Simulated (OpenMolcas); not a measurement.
## Ti2+: moving or changing the point charges

Ti2+ among 6 point charges of -1.5 e arranged as an octahedron (Oh), 1.81 Å from the ion.

* Program: OpenMolcas
* Method: SS-CASPT2, IPEA 0.25 Eh, imaginary shift 0.1 Eh (closed shells correlated: 3s 3p)
* Basis: ANO-RCC-VDZP [5s4p2d1f]
* Scalar Hamiltonian: DKH2, point nucleus
* Active space: 2 electrons in 5 orbitals (3d)
* State averaging: 2S+1 = 3 even, 10 roots; 2S+1 = 1 even, 15 roots
* Spin-orbit coupling: RASSI with atomic mean-field integrals over the reference wave functions

Runs around this geometry, states (labels of O, the rotations of Oh). Energies in cm-1 above the lowest state or level, χT in cm3 K/mol; under a threefold ground state the first gap can be a small split of the lowest multiplet, not the spin-orbit step; 10Dq and B are least-squares fits to the states below 45000 cm-1, weighted by degeneracy, with a free offset, and given where the rms deviation is under 5 % of |10Dq| (or 100 cm-1) and under 700 cm-1.

| R (Å) | q (e) | Ground state | First state of that spin | 10Dq | B (rms of fit) | First gap with spin-orbit (degeneracies) | χT at 300 K | First state of another spin |
| --- | --- | --- | --- | --- | --- | --- | --- | --- |
| 1.81 | -0.98 | 3T1 | 3T2 8860 | 10683 | 659 (528) | 3 (2, 3) | 1.151 | 1T2 8930 |
| 1.81 | -1.5 | 3T1 | 3T2 14700 |  |  | 1 (2, 3) | 1.163 | 1T2 8060 |
| 1.9 | -1.5 | 3T1 | 3T2 11860 | 14168 | 616 (611) | 2 (2, 3) | 1.155 | 1T2 8550 |

Taking the first state of the same spin as R^-n, n = -ln(11860 / 14700) / ln(1.9 / 1.81) = 4.4 between the shortest and longest distance.

Scaling the charges by -0.98 / -1.5 = 0.65 scales the first state of the same spin by 8860 / 14700 = 0.60; with fixed orbitals a first-order splitting would follow the charge.

Roots that are degenerate in the reference are averaged as groups; the widest CASPT2 spread within a group is 340 cm-1 (the 3-fold group of multiplicity 1 near 27400 cm-1 above the lowest state of its run, R = 1.81, q = -1.5). Shifts and gaps below about the spread of the groups concerned are not significant. An orbital triplet at a regular site is open to Jahn-Teller coupling, which can distort the site and quench the lowest spin-orbit gaps and is left out. Free-ion shares, where given, are those of the reference states; single-state CASPT2 does not remix them. This is an electrostatic model: the charges have no orbitals. No measured value stands beside these numbers.
